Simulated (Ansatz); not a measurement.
`C[SiH]([SiH3])CF` and `FC[SiH2][SiH3]` differ in one atom or group.

Ansatz, PBE0-D4/def2-TZVP geometries, multiplicity 1. Each molecule was computed in one conformer, which needn't be the lowest.

| property | `C[SiH]([SiH3])CF` |
| --- | --- |
| LUMO energy (PBE/def2-TZVPP) / eV | -0.60 |
| size of the dipole moment (PBE/def2-TZVPP) / D | 1.51 |
| HOMO energy (PBE/def2-TZVPP) / eV | -6.76 |
| size of the dipole moment (B3LYP/def2-TZVPP) / D | 1.61 |
| HOMO energy (B3LYP/def2-TZVPP) / eV | -7.78 |
| HOMO energy (ωB97M-V/def2-TZVPP) / eV | -10.02 |

Problem. What does the change do to each property? (Best estimate.)

Solution. Ansatz gave: 
```tsv
property	`FC[SiH2][SiH3]`	shift
LUMO energy (PBE/def2-TZVPP) / eV	-0.89	-0.29
size of the dipole moment (PBE/def2-TZVPP) / D	1.36	-0.15
HOMO energy (PBE/def2-TZVPP) / eV	-7.04	-0.28
size of the dipole moment (B3LYP/def2-TZVPP) / D	1.49	-0.12
HOMO energy (B3LYP/def2-TZVPP) / eV	-8.07	-0.29
HOMO energy (ωB97M-V/def2-TZVPP) / eV	-10.33	-0.31
```

Dipoles are sizes alone; their direction can turn.

B3LYP here is the variant with VWN-RPA as its local correlation; programs differ in this.
